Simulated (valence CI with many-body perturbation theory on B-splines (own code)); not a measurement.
Sensitivity of CI+MBPT for Sn

Computed by configuration interaction combined with many-body perturbation theory (CI+MBPT): four valence electrons over a frozen Dirac-Fock core [Kr] 4d10, a basis of 6 s, 6 p, 5 d, 3 f, 1 g functions for each j, with the one-electron correlation potential Σ1 (screened to all orders), the two-electron term Σ2, the three-electron term Σ3, Breit, model QED; selected single and double excitations, second order for the rest, scaled by the run's own slope (own B-spline code, finite nucleus).

Against 27 measured levels this calculation errs by 104 cm⁻¹ on average and by 567 at most. These come from a selection out of the NIST Handbook of Basic Atomic Spectroscopic Data. Levels without a partner in it may be off by more. Among the levels kept, up to 280 cm⁻¹ of a level comes from second order outside the variational space, and about a tenth of that is noise between levels of different J, which matters for small intervals.

The reference run has the lowest level 5s²5p² ³P_0 and an ionisation energy of 7.31978 eV. Its largest variational space holds 10000 state functions.

Names give the largest LS component (configuration and term), which can be under half, so a name can repeat, a term be missing and a line seem to break the LS rules; names also repeat where a configuration has a term twice.

Changed runs:
A. size limit of the variational space 10000 → 1500; second order for the rest on → off
B. correlating orbitals by l 3 3 3 2 1 → 6 6 4 3 0; Breit term on → off
C. averaging of valence orbitals over low configurations on → off
D. factor on the speed of light 1 → 0.9 (bad on purpose)

Excitation energies of the reference run in cm⁻¹, and shifts in cm⁻¹:

| Level | Reference | A | B | C | D |
| --- | --- | --- | --- | --- | --- |
| 5s²5p² ³P_1 | 1679 | +357 | +27 | -0.1 | +581 |
| 5s²5p² ³P_2 | 3407 | +747 | +55 | 0 | +862 |
| 5s²5p² ¹D_2 | 8585 | +810 | +154 | 0 | +1196 |
| 5s²5p² ¹S_0 | 17103 | +98 | +224 | +0.2 | +1203 |
| 5s²5p6s ³P°_0 | 34615 | -1.1 | -81 | -0.1 | -70 |
| 5s²5p6s ³P°_1 | 34889 | +338 | -82 | -0.1 | -54 |
| 5s²5p6s ³P°_2 | 38587 | +485 | -19 | -0.1 | +977 |
| 5s5p³ ⁵S°_2 | 39059 |  | -40 | +0.3 | +2353 |
| 5s²5p6s ¹P°_1 | 39232 |  | -28 | -0.1 | +966 |
| 5s²5p6p ³D_1 | 42217 |  | -99 | -0.2 | +2.8 |
| 5s²5p6p ³P_1 | 43233 |  | -83 | -0.3 | +103 |
| 5s²5p6p ³D_2 | 43306 |  | -89 | -0.2 | +113 |
| Ionisation energy (eV) | 7.31978 | -0.01327 | -0.00955 | 0 | +0.00430 |

A blank means that the level has no clear partner in that run.
